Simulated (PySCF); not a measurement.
# Cd⁺: ionisation energy

Cd⁺ [Kr] 4d10 5s1 (2S) → Cd²⁺ [Kr] 4d10 (1S), as a difference of total energies. Calculation: PySCF 2.14, in cc-pVDZ-PP with ECP28MDF; scalar relativity through the core potential. Correlated levels: valence: 4s2 4p6 frozen. The calculations carry no spin-orbit coupling.

```csv
method,ionisation energy (eV)
UHF,15.466
PBE0,16.923
MP2 (valence),16.242
SCS-MP2 (valence),16.106
CCSD (valence),16.156
```

Problem. Estimate what CCSD(T) (valence) gives.

Solution. 16.186 eV, closest to CCSD (valence) among the rows shown.

Problem. Estimate what LDA gives.

Solution. 17.638 eV, closest to PBE0 among the rows shown.

Errors of the correlated levels include the incompleteness of this basis and the frozen core.

For comparison: 16.908 eV (measured; NIST Atomic Spectra Database, ionization energies).
